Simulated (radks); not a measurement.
The erbium ion Er3+, 65 electrons, occupied as [Xe] 4f9 6s2 (not the ground configuration).

Calculated with a radial shooting solver on a logarithmic mesh with Libxc functionals: Dirac Kohn-Sham, LDA (Slater exchange, Perdew-Wang correlation), spin-unpolarised, spherical densities, finite nucleus; open shells fill j = l - 1/2 first; Fermi nuclear charge, rms radius 5.2516 fm.

Energy parts (eV):
| part | energy |
|---|---|
| total | -356116.89 |
| kinetic | 392925.19 |
| electron-nucleus | -877736.09 |
| Hartree | 136000.02 |
| exchange-correlation | -7306.00 |

Orbitals (lengths in bohr, moments of r in powers of bohr; r(max) is where P^2 peaks; r(90%) holds 90 % of the orbital's charge):
orbital  occ.  eigenvalue (eV)   <1/r>  r(90%)      <r>   r(max)  small-component weight
1s1/2       2        -57298.45   77.48  0.0370  0.02039  0.01287                6.47e-02
2s1/2       2        -9670.790   18.63   0.134  0.08596  0.07348                1.44e-02
2p1/2       2        -9218.244   18.62   0.118  0.07150  0.05513                1.45e-02
2p3/2       4        -8302.667   16.15   0.128  0.07878  0.06136                1.33e-02
3s1/2       2        -2214.011   6.816   0.331   0.2252   0.2077                4.65e-03
3p1/2       2        -2014.698   6.736   0.323   0.2148   0.1951                4.60e-03
3p3/2       4        -1822.554   6.104   0.342   0.2285   0.2082                4.26e-03
3d3/2       4        -1479.824   5.991   0.314   0.2014   0.1642                4.14e-03
3d5/2       6        -1437.816   5.837   0.320   0.2056   0.1679                4.05e-03
4s1/2       2        -483.3033   2.868   0.728   0.5065   0.4738                1.51e-03
4p1/2       2        -403.4854   2.763   0.749   0.5147   0.4756                1.43e-03
4p3/2       4        -359.4985   2.544   0.794   0.5457   0.5032                1.31e-03
4d3/2       4        -227.5192   2.332   0.856   0.5707   0.5047                1.13e-03
4d5/2       6        -219.4267   2.279   0.872   0.5814   0.5136                1.10e-03
4f5/2       6         -58.8155   1.819    1.15   0.6958   0.4927                7.39e-04
4f7/2       3         -57.5151   1.798    1.17   0.7041   0.4974                7.26e-04
5s1/2       2         -97.1559   1.137    1.69    1.183    1.078                3.52e-04
5p1/2       2         -73.3983   1.027    1.87    1.295    1.157                2.94e-04
5p3/2       4         -66.4630  0.9532    1.99    1.378    1.230                2.63e-04
5d3/2       0         -34.1915  0.7127    2.70    1.808    1.527                1.52e-04
5d5/2       0         -33.4209  0.6978    2.75    1.842    1.557                1.47e-04
5f5/2       0         -11.7539  0.3267    5.59    3.757    3.272                3.55e-05
5f7/2       0         -11.7210  0.3257    5.61    3.772    3.286                3.55e-05
6s1/2       2         -28.7335  0.4727    3.85    2.727    2.531                7.91e-05
6p1/2       0         -22.6957  0.4157    4.38    3.092    2.868                6.37e-05
6p3/2       0         -21.4376  0.3956    4.58    3.240    3.021                5.94e-05
7s1/2       0         -12.7054  0.2533    7.23    5.180    5.097                3.10e-05

The highest occupied level is 6s1/2 at -28.733 eV. The configuration is held as typed, so some empty levels lie below it. The density falls to 0.001 e/bohr^3 at r = 4.14 bohr. Summed over all electrons, <r^2> = 44.91 bohr^2, which gives a Langevin (diamagnetic) susceptibility term of -35.6 x 10^-6 cm^3/mol. The electron density at the nucleus is 8.695e+05 e/bohr^3.
